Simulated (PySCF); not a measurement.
Input of a run (PBE0-D3(BJ)/def2-SVP geometry optimisation, gas phase (PySCF 2.14.0)), started from GFN2-xTB:
```
{"job": {"xc": "PBE0", "basis": "def2-SVP", "d3": "d3bj", "grid": 1, "kind": "geom"}, "charge": 0, "multiplicity": 1}
F      2.700683    -0.666058    -0.435039
C      1.388707    -0.660772    -0.035735
C      0.758464     0.650733    -0.362052
C     -0.523056     0.962775    -0.217057
C     -1.589481     0.054750     0.286715
Cl    -1.220631    -0.553960     1.925404
Cl    -1.819558    -1.343878    -0.809122
H      1.385961    -0.847555     1.045014
H      0.892799    -1.492597    -0.548359
H      1.447096     1.389242    -0.746355
H     -0.863059     1.952352    -0.483092
H     -2.556726     0.554284     0.353653
```

Output (energies in Eh, forces in Eh/bohr):
```
step   0  E = -1174.58401419  max force = 0.011114
step   1  E = -1174.58550214  max force = 0.002776
step   2  E = -1174.58510032  max force = 0.002339
step   3  E = -1174.58548093  max force = 0.002033
step   4  E = -1174.58555568  max force = 0.000779
step   5  E = -1174.58558116  max force = 0.000797
step   6  E = -1174.58560424  max force = 0.001015
step   7  E = -1174.58565566  max force = 0.001580
step   8  E = -1174.58572514  max force = 0.002058
step   9  E = -1174.58581024  max force = 0.001411
step  10  E = -1174.58583659  max force = 0.000588
step  11  E = -1174.58585816  max force = 0.000347
step  12  E = -1174.58587790  max force = 0.000847
step  13  E = -1174.58589391  max force = 0.000743
step  14  E = -1174.58590124  max force = 0.000565
step  15  E = -1174.58590199  max force = 0.000199
optimisation converged
```

Question: Summarise the run.

Answer: The energy falls by 5.0 kJ/mol over 16 energy and gradient evaluations, the largest force component goes from 0.0111 to 2.0e-04 Eh/bohr, and the atoms move by 0.195 Å rms after alignment. Among the bonds, C3–H10 and C4–H11 change most and about equally (+0.014 to +0.015 Å). Bonds longer at the end by more than 0.005 Å: 6 of 11; shorter: 0. Among the angles that change most is F1–C2–H9, from 107.1° to 109.3°. Among the dihedrals that turn most is H9–C2–C3–H10, from -125° to -148°. The energy rose by more than 1e-6 Eh at step 2. The first step brought 79 % of the lowering.

Question: What are the final bond lengths?

Answer: F1–C2 1.372 Å, C2–C3 1.492 Å, C3=C4 1.336 Å, C4–C5 1.496 Å, C5–Cl6 1.789 Å, C5–Cl7 1.794 Å, C2–H8 1.106 Å, C2–H9 1.102 Å, C3–H10 1.095 Å, C4–H11 1.094 Å, C5–H12 1.095 Å. Numbering counts from 1 in the input's order; the species is `FC/C=C\C(Cl)Cl`.

The run used 131 basis functions and 105 SCF cycles in all.

Not checked by PBE0-D3(BJ)/def2-SVP frequencies. One conformer, not necessarily the lowest.
